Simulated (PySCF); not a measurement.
BH₄N, SMILES BN.

The structure is a stationary point at PBE-D3(BJ)/def2-TZVP.

These are PySCF with HF/def2-TZVPD values and carry that method's errors.

Isolated molecule, no solvent.

The total energy is -81.52732 hartree. The point group is C2v, the highest occupied level is -11.94 eV and the lowest empty level is 1.42 eV. The orbital gap is 13.36 eV. The dipole moment comes out as 1.67 D and the quadrupole, principal values (traceless, Buckingham form, about the centre of nuclear charge) is -1.64, 0.77, 0.87 D·Å. The mean static polarisability comes out as 24.8 bohr³ (3.68 Å³) and the polarisability, principal values is 20.5, 25.0, 28.9 bohr³.
